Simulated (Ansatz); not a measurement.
Redistribution: C4H10 + C2H4FI → C3H7I + C3H7F

Gas-phase species: C4H10 (butane) `CCCC`, singlet; C2H4FI `CC(F)I`, singlet; C3H7I (1-iodopropane) `CCCI`, singlet; C3H7F (2-fluoropropane) `CC(C)F`, singlet. The partners trade CH3 for I; both sit on C, so the bond types are kept.

Shapes, held fixed at every level: PBE0-D4/def2-TZVP. Flexible molecules stand in one conformer, not always the lowest. Programs: Ansatz 0.2.0. Electronic energies: no zero-point or thermal term.

```json
{"level": "HF/def2-TZVPP", "kind": "Hartree–Fock", "ΔE (kJ/mol)": "-27.3", "less CCSD(T)/def2-TZVPP": "-3.1"}
{"level": "PBE-D4/def2-TZVPP", "kind": "GGA", "ΔE (kJ/mol)": "-16.6", "less CCSD(T)/def2-TZVPP": "+7.6"}
{"level": "B3LYP-D4/def2-TZVPP", "kind": "global hybrid", "ΔE (kJ/mol)": "-20.5", "less CCSD(T)/def2-TZVPP": "+3.7"}
{"level": "wB97M-V/def2-TZVPP", "kind": "range-separated hybrid", "ΔE (kJ/mol)": "-22.8", "less CCSD(T)/def2-TZVPP": "+1.4"}
{"level": "wB97X-V/def2-TZVPP", "kind": "range-separated hybrid", "ΔE (kJ/mol)": "-23.0", "less CCSD(T)/def2-TZVPP": "+1.2"}
{"level": "MP2/def2-TZVPP", "kind": "perturbation theory", "ΔE (kJ/mol)": "-24.7", "less CCSD(T)/def2-TZVPP": "-0.5"}
{"level": "CCSD(T)/def2-TZVPP", "kind": "coupled cluster or CI", "ΔE (kJ/mol)": "-24.2", "less CCSD(T)/def2-TZVPP": "0.0"}
```

The highest level, CCSD(T)/def2-TZVPP, gives ΔE = -24.2 kJ/mol; the levels span -27.3 to -16.6. The column of differences is taken from that level and isn't an error. No measured value is set beside it here. For atoms past krypton def2 sets carry core potentials with scalar relativity. Outer-core shells of I are correlated, in sets that cover them unevenly.
